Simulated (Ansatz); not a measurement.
This geometry of a periodic cell of 31 atoms, Al (host Al, host structure fcc, one Al atom removed) is a first-order saddle point.

All numbers below come from DFT PBE-D3(BJ), scalar-relativistic, plane waves, PAW (Ansatz). Settings: PAW set soft_1, cutoff 420 eV, k mesh 3x3x3, fermi-dirac smearing 0.05 eV, no spin polarisation.

```xyz
31
Lattice="8.1000 0.0000 0.0000 0.0000 8.1000 0.0000 0.0000 0.0000 8.1000" Properties=species:S:1:pos:R:3
Al 4.057 0.026 0.043
Al 6.041 2.010 0.035
Al 6.066 0.006 2.028
Al -0.012 -0.013 -0.008
Al 1.972 1.972 -0.135
Al 4.100 4.099 -0.164
Al 6.081 6.080 -0.005
Al 2.053 0.049 2.027
Al 3.063 3.063 2.027
Al 6.016 4.015 2.028
Al 4.057 0.025 4.012
Al 6.040 2.010 4.019
Al 6.073 -0.003 6.078
Al 0.027 4.057 0.043
Al 2.010 6.041 0.035
Al 0.050 2.053 2.027
Al 4.015 6.016 2.028
Al -0.011 -0.012 4.062
Al 1.974 1.973 4.189
Al 4.102 4.101 4.220
Al 6.082 6.082 4.061
Al 2.013 -0.068 6.077
Al 4.065 1.997 6.077
Al 6.154 4.052 6.078
Al 0.006 6.065 2.028
Al 0.026 4.057 4.012
Al 2.010 6.039 4.019
Al -0.067 2.013 6.077
Al 1.997 4.064 6.077
Al 4.053 6.153 6.078
Al -0.003 6.073 6.078
```

Which two structures does it join? (They come from a converged band through this point; their orientation in space is the band's.)

The atom that moves furthest is Al9, by 2.82 Å; four of its nearest neighbours are Al20 2.84, Al19 2.84, Al5 2.84, Al6 2.84 Å at the first end and Al6 2.84, Al5 2.84, Al20 2.84, Al19 2.84 Å at the last.

Initial state:

```xyz
31
Lattice="8.1000 0.0000 0.0000 0.0000 8.1000 0.0000 0.0000 0.0000 8.1000" Properties=species:S:1:pos:R:3
Al 4.055 -0.004 -0.002
Al 6.072 2.013 -0.003
Al 6.072 -0.005 2.030
Al -0.011 -0.005 -0.003
Al 2.022 2.038 0.022
Al 4.030 4.046 0.021
Al 6.072 6.079 -0.003
Al 2.022 -0.004 2.029
Al 4.030 2.038 2.030
Al 6.071 4.046 2.030
Al 4.054 -0.004 4.063
Al 6.072 2.013 4.063
Al 6.072 -0.004 6.080
Al 0.013 4.046 0.022
Al 2.021 6.054 0.021
Al 0.013 2.038 2.030
Al 4.029 6.053 2.030
Al -0.011 -0.004 4.063
Al 2.022 2.038 4.038
Al 4.030 4.046 4.039
Al 6.071 6.079 4.063
Al 2.021 -0.005 6.080
Al 4.054 2.012 6.080
Al 6.072 4.046 6.080
Al 0.014 6.054 2.030
Al 0.013 4.046 4.038
Al 2.021 6.054 4.038
Al -0.011 2.013 6.080
Al 2.022 4.046 6.080
Al 4.055 6.079 6.080
Al -0.012 6.079 6.080
```

Final state:

Only the atoms that move by more than 0.05 Å are listed.
```
Al9 2.041 4.034 2.025
```

How far does it lie above each of them?

0.67 eV above the first and 0.67 eV above the second. This is the barrier of this one path; another mechanism may lie lower. Limits of this set-up: coarse k mesh, a small cell, in which the defect meets its images, a typed lattice constant that wasn't relaxed here.

Run time: 13 min on 4 threads of Arm Neoverse V1 (shared host), peak memory 4 GiB.
